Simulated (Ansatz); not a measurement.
Predicting a hybrid from its neighbours: IBr (iodine monobromide)

IBr: 2 atoms, total charge 0, spin state singlet. SMILES: `BrI`. The coordinates come from a PBE0-D4/def2-TZVP relaxation.

The HOMO–LUMO gap y, in eV, basis def2-TZVP with a core potential; a is the functional's share of exact exchange. Programs: Ansatz 0.2.0.

| functional | program | a | y (eV) |
| --- | --- | --- | --- |
| PBE | Ansatz | 0 | 2.08 |
| r2SCAN | Ansatz | 0 | 2.41 |
| B3LYP | Ansatz | 0.2 | 3.62 |
| PBE0 | Ansatz | 0.25 | 4.09 |
| r2SCAN0 | Ansatz | 0.25 | ? |
| BHLYP | Ansatz | 0.5 | 6.04 |

Task: Fit y = c + s·a to the known rows and predict r2SCAN0.

Result: 
1. Means of the 5 rows: a = 0.1900, y = 3.648.
2. Σ(Δa)² = 0.172, Σ(Δa·Δy) = 1.3009, so the slope is 1.3009/0.172 = 7.5634.
3. Intercept: 3.648 − (7.5634) × 0.1900 = 2.211. The largest residual of the fit is 0.20.
4. r2SCAN0: 2.211 + (7.5634) × 0.25 = 4.10 eV.

The run gave 4.28 eV, so the prediction is off by -0.18 eV, within the largest residual. Exact exchange lowers occupied levels and raises empty ones. The rows mix families of semi-local functionals, which the line can't see.
